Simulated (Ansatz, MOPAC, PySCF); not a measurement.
Two conformers of C4H10O (SMILES CC(C)CO), B3LYP-D3(BJ)/def2-TZVP minima.
Conformer 1 (charge 0, multiplicity 1):
```xyz
15

C     -0.953    -1.125    -0.200
C     -0.245     0.227    -0.137
C     -0.572     0.973     1.157
C      1.268     0.072    -0.284
O      1.665    -0.549    -1.502
H     -0.665    -1.747     0.652
H     -2.037    -1.002    -0.173
H     -0.689    -1.664    -1.110
H     -0.593     0.840    -0.979
H     -0.229     0.406     2.027
H     -1.648     1.120     1.262
H     -0.094     1.955     1.188
H      1.752     1.051    -0.176
H      1.652    -0.573     0.510
H      1.390     0.014    -2.234
```
Conformer 2 (charge 0, multiplicity 1):
```
atom    x (Å)    y (Å)    z (Å)
----  -------  -------  -------
C     -1.2183  -0.9156  -0.2623
C     -0.3500   0.1611   0.3904
C     -0.3299   1.4453  -0.4401
C      1.0601  -0.3490   0.6624
O      1.6860  -0.6778  -0.5774
H     -1.2629  -1.8162   0.3545
H     -0.8159  -1.1955  -1.2364
H     -2.2387  -0.5553  -0.4060
H     -0.7746   0.3949   1.3740
H      0.2580   2.2247   0.0501
H      0.1083   1.2614  -1.4215
H     -1.3419   1.8282  -0.5851
H      1.0104  -1.2326   1.3115
H      1.6342   0.4255   1.1868
H      2.5751  -0.9988  -0.4010
```

No zero-point or thermal terms.

Cores are frozen in the correlated methods. The state reached by AM1, PM6, PM7 isn't checked; PM7 holds dispersion and hydrogen-bond terms.

Programs: Ansatz (Gaussian orbitals); MOPAC for AM1, PM6, PM7 (differences of heats of formation); PySCF for the dispersion terms. Values without a source in brackets are computed.

```csv
level,electronic energy of conformer 2 less that of conformer 1 (kcal/mol)
AM1,2.56
PM6,3.17
PM7,2.79
PBE-D3(BJ)/def2-TZVPP,0.81
revPBE-D3(BJ)/def2-TZVPP,0.93
r2SCAN-D3(BJ)/def2-TZVPP,(withheld)
B97M-V/def2-TZVPP,(withheld)
BHLYP/def2-TZVPP,0.35
B2PLYP-D4/def2-TZVPP,0.34
```

Question: Fill in the missing entries.

Answer: 
- r2SCAN-D3(BJ)/def2-TZVPP, electronic energy of conformer 2 less that of conformer 1 (kcal/mol): 0.57
- B97M-V/def2-TZVPP, electronic energy of conformer 2 less that of conformer 1 (kcal/mol): 0.50

Ansatz is an electronic-structure program.
